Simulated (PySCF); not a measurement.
Radial density of P (phosphorus, neutral)

UHF, [Ne] 3s2 3p3, high-spin 4S determinant. Computed with PySCF 2.14 in def2-TZVP (5s5p2d1f, 37 functions), with no relativity, point nucleus.

```tsv
r (bohr)	4πr²ρ (e/bohr)	4πr²(ρα − ρβ)
0.00198	0.1011	0.0000
0.00333	0.2758	0.0000
0.00560	0.7266	0.0000
0.00941	1.837	0.0001
0.0158	4.285	0.0003
0.0266	8.798	0.0011
0.0448	14.54	0.0053
0.0753	17.01	0.0249
0.127	12.87	0.0955
0.213	11.45	0.2317
0.359	16.03	0.2366
0.603	9.780	-0.0094
1.01	2.433	0.4402
1.71	2.652	1.4289
2.87	1.183	0.8158
4.83	0.1011	0.0868
8.12	0.0002537	0.0003
```

Where is the radial spin density 4πr²(ρα − ρβ) most negative, and why is it negative at all?

Around r = 0.603 bohr, down to -0.0094 e/bohr: exchange with the open shell polarises the paired shells in an unrestricted calculation.
